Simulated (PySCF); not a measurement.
Computed IR spectrum (relative IR intensity) of a molecule CH4ClFOSi. The structure is a stationary point at B3LYP-D3(BJ)/def2-SVP. The values are those of a single conformer. Computed with B3LYP-D3(BJ)/def2-SVP (PySCF). Frequencies are harmonic and unscaled.

Lines under 2 % of the strongest are left out, and lines within 2 cm⁻¹ are merged.

ν (cm⁻¹): 218 (vw), 294 (vw), 365 (m), 573 (m), 776 (w), 840 (m), 851 (vs), 936 (vs), 1151 (vs), 1213 (s), 1474 (vw), 1479 (vw), 2304 (m), 3005 (m), 3082 (w), 3126 (w) (against the strongest line: vs over 80 %, s over 45 %, m over 15 %, w over 4 %, vw less)

### Question
Which structure fits?
A. C[Si@](O)(F)Cl
B. CO[SiH](F)Cl
C. OC[Si@@H](F)Cl
D. O[Si@@H](Cl)CF

### Answer
B, CO[SiH](F)Cl
